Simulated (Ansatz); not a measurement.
Ansatz (a first-principles code) input (PBE0/def2-SVP):

Ansatz 0.2 input:
```yaml
crystal:
  periodic: [false, false, false]
  atoms:
    - {symbol: S, position_ang: [-0.31331627, 1.22137308, -1.30459592]}
    - {symbol: B, position_ang: [-0.00764334, 0.02979537, -0.03182559]}
    - {symbol: S, position_ang: [1.67547374, -0.40434651, 0.50007416]}
    - {symbol: S, position_ang: [-1.35734889, -0.83577144, 0.82454387]}
    - {symbol: H, position_ang: [2.34287736, 0.41150344, -0.33333947]}
    - {symbol: H, position_ang: [-2.38159795, -0.26056239, 0.17211348]}
basis:
  gaussian:
    orbitals: def2-SVP
hamiltonian:
  xc: {name: PBE0}
magnetization: {spin_polarized: true, initial_magnetization: 1}
```

End of the output:

```
integrals: 0.03 GiB planned
733 factors; integrals over basis functions are off by at most 1.4e-3 eV
0.14 GiB of the device are held for the grids
0.38 GiB of device memory are held for the factors and their scratch space
mean field: 0.22 GiB planned
mean field evaluation 1: about -33192.6428 eV, gradient 1.0e1 eV
mean field evaluation 2: about -33192.5523 eV, gradient 1.2e1 eV
mean field evaluation 4: about -33193.3999 eV, gradient 3.9e-1 eV
mean field evaluation 8: about -33193.4753 eV, gradient 1.0e-1 eV
mean field evaluation 16: about -33193.4753 eV, gradient 1.1e-4 eV
mean field -33193.47533048 eV, -1219.8377190495 hartree, gradient 9.3e-6 eV, S^2 0.754054; 1 other end points of the search recorded, 0 dependent functions left out
reference -33193.47534962 eV, -1219.8377197530 hartree; 28, 27 occupied and 50, 51 virtual orbitals, 733 factors
Total energy: -33193.47534962 eV, -1219.8377197530 hartree
```

It need not be the lowest isomer of its formula.
